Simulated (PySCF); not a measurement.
## Löwdin shares of the frontier orbitals

Compound: C₅H₆O₂.
Geometry (GFN2-xTB, Å), atoms numbered from 1 in this order:
```
atom  x, y, z in Å
C1    -2.286    0.282   -0.144
O2    -1.362   -0.779   -0.001
C3    -0.072   -0.419    0.107
C4     1.025   -1.215    0.256
C5     2.129   -0.325    0.320
C6     1.624    0.927    0.206
O7     0.272    0.880    0.076
H8    -2.252    0.952    0.720
H9    -2.085    0.861   -1.049
H10   -3.266   -0.185   -0.213
H11    1.036   -2.282    0.310
H12    3.159   -0.594    0.435
H13    2.074    1.898    0.202
```

Theory: PySCF, TDDFT CAM-B3LYP/def2-SVPD, vertical, gas phase, core orbitals frozen in the response.

Frontier orbitals with the atoms that hold most of them (Löwdin shares over 4%, at most four atoms; ? is withheld):

```
orbital  ε (eV)                             atoms
 LUMO+2    1.92  C5 20%, C6 17%, H12 13%, H13 13%
 LUMO+1    1.72    C6 21%, C5 20%, O7 19%, C3 15%
   LUMO    1.34                                 ?
   HOMO   -7.15    C6 24%, C4 19%, C3 17%, O2 16%
 HOMO-1   -9.44                                 ?
 HOMO-2  -11.22     O2 40%, C1 18%, C3 10%, O7 9%
 HOMO-3  -11.61     O2 41%, C1 19%, O7 9%, H10 7%
```

Q: Which atoms hold the LUMO, and with what shares?

A: C1 (bonded to O and 3 H) 27%; C3 (bonded to C and 2 O) 12%; O7 (bonded to 2 C) 10%; H10 (bonded to C) 9%. By element: carbon 39% or more, oxygen 10% or more, hydrogen 9% or more.

Q: Give the leading atoms of the HOMO-1.

A: C5 (bonded to 2 C and H) 31%; C4 (bonded to 2 C and H) 23%; O7 (bonded to 2 C) 21%; C6 (bonded to C, O and H) 11%. By element: carbon 66% or more, oxygen 21% or more.

Q: How does S1 compare with the orbital gap of 8.49 eV?

A: S1 is at 5.70 eV (f = 0.0006), 2.79 eV below the gap, made of HOMO→LUMO (81%). Without the coupling terms of the response equations the lowest excitation would equal the gap.

Q: One configuration dominates each of S1 and S2. Which, and how do the shares of the two leading atoms of either orbital change from the occupied to the empty one?

A: 
- S1 (5.70 eV, f 0.0006), HOMO→LUMO (81%): C6 24% → at most 9%, C4 19% → at most 9%, C1 at most 17% → 27%, C3 17% → 12%
- S2 (5.88 eV, f 0.195), HOMO→LUMO+1 (98%): C6 24% → 21%, C4 19% → at most 15%, C5 at most 17% → 20%

Löwdin shares depend on the basis, the more so with diffuse functions.

One conformer stands for the species.
